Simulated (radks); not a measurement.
The titanium ion Ti+ inside a hard spherical wall (all orbitals vanish at R), configuration held at [Ar] 3d2 4s1 and not refilled when levels cross. Calculated with a radial shooting solver on a logarithmic mesh with Libxc functionals: scalar-relativistic Kohn-Sham, PBE, spin-polarised, spherical densities, finite nucleus; open shells are filled with parallel spins first; Fermi nuclear charge, rms radius 3.5921 fm. Eigenvalues in eV for spin up, with the zero of energy where the potential of the charges vanishes at infinity; a dash marks a level that is unbound or too diffuse for the functional's potential to be trusted. A positive occupied level is held by the wall or, in an anion where self-interaction has pushed it up, behind a barrier. The pressure on the wall is -dE/dV.

R (bohr)  E (hartree)  kinetic (hartree)    e(3s)    e(3p)    e(3d)    e(4s)  e(4p, empty)  e(5s, empty)  pressure (GPa)
free       -853.34364            860.547  -70.617  -46.860  -12.107  -10.940        -7.042             -               0
10         -853.34358            860.548  -70.612  -46.855  -12.103  -10.936        -7.021        -2.477         0.00209
8          -853.34251            860.559  -70.555  -46.798  -12.051  -10.879        -6.856        -0.498          0.0588
6          -853.32642            860.665  -70.083  -46.334  -11.623  -10.267        -5.676         6.727            1.47
5          -853.28062            860.889  -69.243  -45.516  -10.839   -8.828        -3.427        16.609            7.63
4          -853.10951            861.570  -67.255  -43.595   -8.823   -4.161         2.946        39.232            46.3
3.5        -852.87458            862.428  -65.346  -41.739   -6.679    1.620        10.207        61.724             129
3          -852.34397            864.337  -62.061  -38.465   -2.675   13.393        24.082        100.74             417
